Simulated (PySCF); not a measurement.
Excitation energy of W²⁺ by level of theory

W²⁺ [Xe] 4f14 5d4 (5D) → W²⁺ [Xe] 4f14 5d3 6s1 (5F), as a difference of total energies. Computed with PySCF 2.14 in aug-cc-pVDZ-PP with ECP60MDF (5s5p4d2f, 54 functions), with scalar relativity through the core potential. Correlated levels: valence: 5s2 5p6 frozen. The calculations carry no spin-orbit coupling.

```csv
method,excitation energy (eV)
UHF,1.369
LDA,1.168
PBE,1.225
PBE0,1.376
r2SCAN,1.097
M06-2X,1.343
PBEsol,1.229
wB97X-V,1.407
TPSS,1.211
MP2 (valence),1.445
SCS-MP2 (valence),1.394
```

**Question.** How much does correlation contribute at MP2 (valence)?

**Answer.** 1.445 − (1.369) = 0.076 eV, measured against UHF.
